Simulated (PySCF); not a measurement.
A small calculation by hand: oscillator strength and radiative lifetime

Si(Cl)(Br)2(OH) (Br₂ClHOSi), SMILES O[Si](Cl)(Br)Br.

Coordinates come from a PBE0-D3(BJ)/def2-SVP optimisation. This is a generated structure with no PubChem entry under its InChIKey; it may be hypothetical. One conformer was computed; it need not be the lowest.

TDDFT-CAM-B3LYP/def2-SVPD in PySCF puts the first singlet state with f over 0.02 at 6.89 eV (vertical), with the transition dipole (0.060, 0.124, -0.365) in atomic units.

Problem. Find the oscillator strength, the wavelength and the radiative lifetime that this transition would have in vacuum if emission retraced absorption.

Solution. 
|μ|² = 0.1522 au, so |μ| = 0.99 D. ΔE = 6.89/27.211 = 0.2532 hartree. f = (2/3) ΔE |μ|² = 0.026 (the program prints 0.026).
λ = 1239.84/6.89 = 180 nm; ν = 55572 cm⁻¹.
Einstein's coefficient A = 0.6670 ν² f s⁻¹ (ν in cm⁻¹) = 5.3e7 s⁻¹, so τ = 1/A = 19 ns. This state is S3; the lower singlets have f = 0.014, 0.014. The figure is the radiative limit of this one transition; relaxation, internal conversion, crossing to triplets and a medium change what is measured.
